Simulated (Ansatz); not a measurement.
Cl$_{2}$F$_{3}$Nb (`[F][Nb]([F])([F])([Cl])[Cl]`). The species carries charge 0 and has multiplicity 1. Correlated methods include outer-core shells of Nb, which these sets cover unevenly. Nb takes the def2 core potential.

Cartesian coordinates in Å:
```
F -1.4032 -1.1488 -0.3922
Nb -0.0547 0.0395 -0.0245
F 0.6938 1.2868 -1.1424
F -1.3948 1.2924 0.2971
Cl 0.7016 0.0406 2.0928
Cl 1.4573 -1.5106 -0.8308
```

(1) Give the diagnostics of a CCSD(T)/def2-TZVPP run (frozen core, the Gaussian-basis code of Ansatz). (Estimate.)

Results:

(1) The calculation gave: T1 = 0.0206, largest single amplitude 0.064, largest double 0.032, (T) share of the correlation energy 4.4 %, 13 CCSD cycles. The RHF solution is stable towards an unrestricted one. T1 lies over the customary mark of 0.02 for closed shells; compounds of d metals often pass it without a breakdown.
